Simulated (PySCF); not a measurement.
# Adding and removing an electron: MoO

PBE; PySCF, scalar-relativistic core potentials, basis sets Mo def2-TZVPPD with ECP28, O def2-TZVPPD. Neutral (UKS): quintet (σ ↑, π ↑, δ ↑↑), Re = 1.700 Å, ωe = 942 cm⁻¹, De = 6.11 eV, HOMO -3.92 eV, LUMO -3.81 eV.

MoO⁻ (UKS): sextet (σ ↑, π ↑↑, δ ↑↑), Re = 1.750 Å, ωe = 824 cm⁻¹, De = 5.27 eV to Mo (4d5 5s1) + O⁻. The energies at the minima are -143.35941 hartree for MoO and -143.39385 for MoO⁻.

Problem. Work out the adiabatic electron affinity, without and with harmonic zero-point energies (1 hartree = 27.2114 eV, 1 eV = 8065.5 cm⁻¹), and the change of the bond length.

Solution. At PBE: 0.03444 hartree = 0.937 eV between the minima; the zero-point term (942.0 − 824.0)/2 cm⁻¹ = +0.007 eV makes it 0.944 eV. Re changes by +5.0 pm against the neutral. The electron enters a π orbital, and the longer bond of the ion fits an antibonding orbital, or a change in how ionic the bond is.

The metal atom is held in its measured ground configuration; semilocal functionals can put another filling of s and d lower by some tenths of an eV, and De to that atom would be smaller. Spin–orbit coupling is left out, which matters for elements this heavy, above all for dissociation energies. For an ion De counts to the pair picked by the measured ionisation energies or electron affinities, which need not be the lowest pair at this level. The highest Kohn–Sham level is positive in this anion. Much of that is self-interaction error, but it also means that the finite basis helps to hold the extra electron. The state is the lowest single determinant that the PBE0 search found; with open d or f shells the true ground state can be another one.
